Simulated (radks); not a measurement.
Results of a calculation; reference values are marked as such.
The mean radii <r> (bohr) of the occupied orbitals of an atom or ion are listed with their occupations. Code: a radial shooting solver on a logarithmic mesh with Libxc functionals. Model: non-relativistic Kohn-Sham, PBE, spin-polarised, spherical densities, point nucleus.

| orbital | occ. | <r> |
|---|---|---|
| 1s up | 1 | 0.01892 |
| 1s down | 1 | 0.01892 |
| 2s up | 1 | 0.07966 |
| 2s down | 1 | 0.07966 |
| 2p up | 3 | 0.06730 |
| 2p down | 3 | 0.06730 |
| 3s up | 1 | 0.2008 |
| 3s down | 1 | 0.2008 |
| 3p up | 3 | 0.1912 |
| 3p down | 3 | 0.1912 |
| 3d up | 5 | 0.1669 |
| 3d down | 5 | 0.1669 |
| 4s up | 1 | 0.4411 |
| 4s down | 1 | 0.4411 |
| 4p up | 3 | 0.4447 |
| 4p down | 3 | 0.4447 |
| 4d up | 5 | 0.4515 |
| 4d down | 5 | 0.4514 |
| 4f up | 7 | 0.4714 |
| 4f down | 7 | 0.4711 |
| 5s up | 1 | 0.9977 |
| 5s down | 1 | 0.9969 |
| 5p up | 3 | 1.079 |
| 5p down | 3 | 1.078 |
| 5d up | 5 | 1.408 |
| 5d down | 4 | 1.407 |
| 6s up | 1 | 2.876 |
| 6s down | 1 | 2.886 |
| 6p up | 1 | 3.868 |

Name the element and its charge. Open shells, if any, are filled with parallel spins first.

Answer. Z = 80, mercury, charge 0: Hg in [Xe] 4f14 5d9 6s2 6p1. The 1s radius gives Z: for a bare nucleus <r> = 1.5/Z, 0.01875 bohr for Z = 80, and screening makes it slightly larger (0.01892 here). The occupations add up to 80, and the charge is Z minus that.
